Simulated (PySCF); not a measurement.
A PySCF script (with the pyscf-properties extension) for the NMR shieldings of `C1(P2CCSCC2)CCC1`, C$_{8}$H$_{15}$PS, on a PBE0-D3(BJ)/def2-SVP geometry:

```python
import basis_set_exchange as bse
import numpy as np
from pyscf import gto, dft
from pyscf.prop import nmr

atoms = """
C    -3.069450    0.347375   -0.001633
C    -2.068085   -0.592879    0.695527
C    -0.931368    0.088886   -0.099415
P     0.645056    0.447018    0.791909
C     1.640651    1.175893   -0.602887
C     3.128867    1.201628   -0.281226
S     3.890286   -0.445137   -0.203899
C     2.894236   -1.193686    1.117361
C     1.404946   -1.251942    0.803753
C    -1.891559    1.270983   -0.364558
H    -3.884642    0.769066    0.605540
H    -3.509925   -0.119445   -0.896082
H    -1.988211   -0.374627    1.773094
H    -2.196789   -1.678226    0.568916
H    -0.723386   -0.462362   -1.033231
H     1.276334    2.205262   -0.762938
H     1.470448    0.609480   -1.534790
H     3.690796    1.727325   -1.069188
H     3.320401    1.737399    0.664163
H     3.077719   -0.653081    2.061644
H     3.311098   -2.205763    1.238642
H     0.883835   -1.840696    1.578319
H     1.246116   -1.756514   -0.164929
H    -1.874130    1.724624   -1.366849
H    -1.755992    2.070569    0.382066
"""
names = dict.fromkeys(["C", "P", "S", "H"], "pcSseg-1")
basis = {el: gto.basis.parse(bse.get_basis(n, elements=[el], fmt="nwchem")) for el, n in names.items()}
mol = gto.M(atom=atoms, basis=basis, charge=0, verbose=0)
mf = dft.RKS(mol, xc="HYB_GGA_XC_WB97X_D")
mf.grids.level = 2
mf.grids.alignment = dft.numint.BLKSIZE   # the property module wants whole blocks of grid points
mf.conv_tol = 1e-9
mf.kernel()

calc = nmr.RKS(mf)   # GIAO
C = mf.mo_coeff
Co = C[:, mf.mo_occ > 0]
resp = mf.gen_response(singlet=True, hermi=2)
def vind(x):   # induced exchange potential for any number of trial vectors
    d = np.einsum("pi,xij,qj->xpq", C, 2 * x.reshape(-1, C.shape[1], Co.shape[1]), Co, optimize=True)
    return np.einsum("xpq,pi,qj->xij", resp(d - d.transpose(0, 2, 1)), C, Co, optimize=True).ravel()
mo1, _ = nmr.rhf.solve_mo1(calc, with_cphf=vind)
sigma = calc.kernel(mo1)
for i, s in enumerate(sigma):   # ppm
    print("%2d %-2s %9.2f" % (i, mol.atom_pure_symbol(i), np.trace(s) / 3))
```

Q: What does it print?

A: 
```
 0 C     161.34
 1 C     158.25
 2 C     147.90
 3 P     355.07
 4 C     155.94
 5 C     153.56
 6 S     496.73
 7 C     153.58
 8 C     156.15
 9 C     158.16
10 H      29.52
11 H      29.30
12 H      29.64
13 H      29.58
14 H      29.41
15 H      29.77
16 H      30.16
17 H      29.06
18 H      28.80
19 H      28.81
20 H      29.06
21 H      29.77
22 H      30.17
23 H      29.57
24 H      29.64
```

These numbers come from an equivalent density-fitted implementation of the same equations, which agrees with the script to about 0.01 ppm for H and up to a few tenths of a ppm for heavy atoms, so last digits may differ.

Size and cost of the density-fitted run: 259 basis functions, 100 s wall time on 1 thread of an Arm Neoverse V2, shared host; peak memory 1.5 GiB.
